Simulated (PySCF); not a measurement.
**Excitation energy of Te⁺ by level of theory**

Te⁺ [Kr] 4d10 5s2 5p3 (4S) → Te⁺ [Kr] 4d10 5s1 5p4 (4P), as a difference of total energies. All numbers are calculated (PySCF 2.14, a scalar-relativistic core potential, in aug-cc-pVDZ-PP with ECP28MDF). Correlated levels: valence: 4s2 4p6 4d10 frozen. The calculations carry no spin-orbit coupling.

| method | excitation energy (eV) |
| --- | --- |
| UHF | 9.366 |
| LDA | 10.021 |
| PBE | 9.854 |
| PBE0 | 9.779 |
| r2SCAN | 9.620 |
| TPSS | 9.722 |
| M06 | 10.056 |
| MP2 (valence) | 9.280 |
| SCS-MP2 (valence) | 9.255 |

Question: Estimate what r2SCANh gives.

Answer: 9.616 eV, closest to r2SCAN among the rows shown.

Question: Estimate what r2SCAN0 gives.

Answer: 9.611 eV, closest to r2SCAN among the rows shown.
